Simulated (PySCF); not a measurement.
## Mayer bond orders and bond lengths

C6H7O2 (charge -1).
Numbering: `[CH2:1]=[CH:2][C:3](=[CH2:4])[CH2:5][C:6](=[O:7])[O-:8]` (hydrogens: H9, H10 on C1; H11 on C2; H12, H13 on C4; H14, H15 on C5)

Cartesian coordinates in Å at the GFN2-xTB level; atoms count from 1:
```xyz
15
C6H7O2 angstrom
C      1.673    1.198    0.098
C      1.403   -0.087    0.291
C      0.066   -0.672    0.325
C     -0.064   -2.002    0.197
C     -1.099    0.224    0.448
C     -1.464    0.881   -0.999
O     -1.101    2.051   -1.134
O     -2.078    0.139   -1.760
H      0.889    1.912   -0.092
H      2.689    1.564    0.065
H      2.217   -0.797    0.422
H     -1.030   -2.475    0.188
H      0.788   -2.646    0.036
H     -1.985   -0.331    0.761
H     -0.908    1.049    1.134
```

Bond orders from the PBE0/pcSseg-1 density (PySCF). Isolated species at its GFN2-xTB geometry (one conformer only). The pcSseg-1 basis has no diffuse functions, a weakness for an anion.

Problem. How far do the computed orders between heavy atoms stray from the drawn ones?

Solution. The largest departure is 0.794, at C6–O8 (drawn single, 1.794). Drawn single, order above 1.12: C6–O8 (1.794). Drawn single, order below 0.88: C5–C6 (0.827). The SMILES, with its formal charges, is one Lewis structure only.

Problem. Set the Mayer orders of the bonds between heavy atoms beside their lengths.

Solution. 
```csv
bond,drawn as,length (Å),Mayer order
C1–C2,double,1.327,1.942
C2–C3,single,1.460,1.068
C3–C4,double,1.342,1.853
C3–C5,single,1.475,1.113
C5–C6,single,1.630,0.827
C6–O7,double,1.232,1.705
C6–O8,single,1.228,1.794
```

Bonds between the same two heavy elements. C–C: lowest C5–C6 (0.827, 1.630 Å), highest C1–C2 (1.942, 1.327 Å); in 1 of the 10 pairs the longer bond (by over 0.003 Å) has the higher order (by 0.02 or more). C–O: lowest C6–O7 (1.705, 1.232 Å), highest C6–O8 (1.794, 1.228 Å).

Problem. And the bonds to hydrogen?

Solution. C–H: 0.90 to 0.96 (7 bonds).

Problem. Sum the orders of all bonds at each heavy atom with more than one neighbour and set the sums beside the valence in the SMILES.

Solution. C1 3.792 (drawn 4), C2 3.973 (drawn 4), C3 4.034 (drawn 4), C4 3.741 (drawn 4), C5 3.811 (drawn 4), C6 4.326 (drawn 4). Orders between atoms that aren't bonded are not in these sums.

For a closed shell the Mayer order of atoms A and B is Σ (PS)μν (PS)νμ over the basis functions μ on A and ν on B, with P the density and S the overlap matrix.
